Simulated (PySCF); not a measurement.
C₃H₁₀N (SMILES C[NH+](C)C), charge +1, singlet, at a GFN2-xTB geometry; CAMB3LYP/6-31G, TDA run with PySCF.

The PySCF input:
```python
from pyscf import gto, scf, dft, tdscf

mol = gto.M(
    atom='''
N    -0.00145735   -0.00078979    0.34907080
C    -0.00683148    1.40360564   -0.09889597
C     1.21940542   -0.69518278   -0.09852509
C    -1.21129590   -0.70773025   -0.10870151
H    -0.00247043    1.44135056   -1.18709760
H     0.87339726    1.92496286    0.27271406
H    -0.89547623    1.91583180    0.26530846
H     1.25459564   -0.71020410   -1.18671739
H     1.22922597   -1.72074149    0.26595109
H     2.10574056   -0.18427709    0.27308679
H    -1.23721663   -0.72306702   -1.19714967
H    -2.10593863   -0.20601809    0.25545409
H    -1.21357974   -1.73335144    0.25572399
H    -0.00574458   -0.00311317    1.37596602
''',
    basis='6-31g',
    charge=1,
    verbose=4,
)

mf = dft.RKS(mol)
mf.xc = 'camb3lyp'
mf.kernel()
td = mf.TDA()
td.nstates = 5
td.kernel()
td.analyze()
```

What the program printed (banner, timings and long lists left out):

```
PySCF version 2.14.0

[INPUT] verbose = 4
[INPUT] num. atoms = 14
[INPUT] num. electrons = 34
[INPUT] charge = 1
[INPUT] spin (= nelec alpha-beta = 2S) = 0
[INPUT] symmetry False subgroup None
[INPUT] Mole.unit = angstrom
[INPUT] Symbol           X                Y                Z      unit          X                Y                Z       unit  Magmom
[...]
nuclear repulsion = 147.898770615005
number of shells = 40
number of NR pGTOs = 128
number of NR cGTOs = 56
basis = 6-31g
ecp = {}

******** <class 'pyscf.dft.rks.RKS'> ********
method = RKS
initial guess = minao
damping factor = 0
level_shift factor = 0
DIIS = <class 'pyscf.scf.diis.CDIIS'>
diis_start_cycle = 1
diis_space = 8
diis_damp = 0
SCF conv_tol = 1e-09
SCF conv_tol_grad = None
SCF max_cycles = 50
direct_scf = True
direct_scf_tol = 1e-13
XC library pyscf.dft.libxc version 7.1.2
    S. Lehtola, C. Steigemann, M. J. T. Oliveira, and M. A. L. Marques,  SoftwareX 7, 1–5 (2018)
XC functionals = camb3lyp
    T. Yanai, D. P. Tew, and N. C. Handy,  Chem. Phys. Lett. 393, 51 (2004)
radial grids:
    Treutler-Ahlrichs [JCP 102, 346 (1995); DOI:10.1063/1.469408] (M4) radial grids

becke partition: Becke, JCP 88, 2547 (1988); DOI:10.1063/1.454033
pruning grids: <function nwchem_prune>
grids dens level: 3
symmetrized grids: False
atomic radii adjust function: <function treutler_atomic_radii_adjust>
small_rho_cutoff = 0
Set gradient conv threshold to 3.16228e-05
Initial guess from minao.
tot grids = 154336
init E= -175.343295387737
[...]
cycle= 1 E= -174.65998349657  delta_E= 0.683  |g|= 0.342  |ddm|= 2.91
[...]
cycle= 2 E= -174.663932118521  delta_E= -0.00395  |g|= 0.375  |ddm|= 0.768
[...]
cycle= 3 E= -174.692173063849  delta_E= -0.0282  |g|= 0.0158  |ddm|= 0.248
[...]
cycle= 4 E= -174.692247596997  delta_E= -7.45e-05  |g|= 0.00458  |ddm|= 0.0295
[...]
cycle= 5 E= -174.692253327103  delta_E= -5.73e-06  |g|= 0.00183  |ddm|= 0.00722
[...]
cycle= 6 E= -174.692254197371  delta_E= -8.7e-07  |g|= 0.000217  |ddm|= 0.00179
[...]
cycle= 7 E= -174.692254214105  delta_E= -1.67e-08  |g|= 1.91e-05  |ddm|= 0.000398
[...]
cycle= 8 E= -174.692254214305  delta_E= -2e-10  |g|= 2.1e-06  |ddm|= 6.19e-05
[...]
Extra cycle  E= -174.692254214309  delta_E= -4.32e-12  |g|= 9.98e-07  |ddm|= 6.46e-06
converged SCF energy = -174.692254214309

******** <class 'pyscf.tdscf.rks.TDA'> for <class 'pyscf.dft.rks.RKS'> ********
nstates = 5 singlet
deg_eia_thresh = 1.000e-03
wfnsym = None
conv_tol = 1e-05
eigh lindep = 1e-12
eigh level_shift = 0
eigh max_cycle = 100

Excitation energies (eV)
[11.23539413 11.42817721 11.42818014 11.52471835 12.15274433]

** Singlet excitation energies and oscillator strengths **
Excited State   1:     11.23539 eV    110.35 nm  f=0.0000
      17 -> 18        0.69351
Excited State   2:     11.42818 eV    108.49 nm  f=0.0144
      15 -> 18       -0.67887
      16 -> 18       -0.15756
Excited State   3:     11.42818 eV    108.49 nm  f=0.0144
      15 -> 18       -0.15756
      16 -> 18        0.67887
Excited State   4:     11.52472 eV    107.58 nm  f=0.0002
      14 -> 18        0.69641
Excited State   5:     12.15274 eV    102.02 nm  f=0.0003
      13 -> 18        0.68038

** Transition electric dipole moments (AU) **
state          X           Y           Z        Dip. S.      Osc.
  1         0.0000      0.0000     -0.0000      0.0000      0.0000
  2         0.2255      0.0268      0.0010      0.0516      0.0144
  3         0.0269     -0.2254     -0.0004      0.0515      0.0144
  4         0.0001      0.0000     -0.0232      0.0005      0.0002
  5         0.0332     -0.0002      0.0001      0.0011      0.0003

** Transition velocity dipole moments (imaginary part, AU) **
state          X           Y           Z        Dip. S.      Osc.
  1         0.0000      0.0000     -0.0000      0.0000      0.0000
  2         0.0731      0.0087      0.0003      0.0054      0.0086
  3         0.0087     -0.0731     -0.0001      0.0054      0.0086
  4        -0.0000     -0.0000      0.0046      0.0000      0.0000
  5         0.0104     -0.0001      0.0000      0.0001      0.0002

** Transition magnetic dipole moments (imaginary part, AU) **
state          X           Y           Z
  1         0.0087      0.0047     -2.0913
  2        -0.1463      1.2282      0.0022
  3         1.2282      0.1462      0.0054
  4        -0.0001     -0.0000      0.0000
  5         0.0075      1.0884      0.0024
```
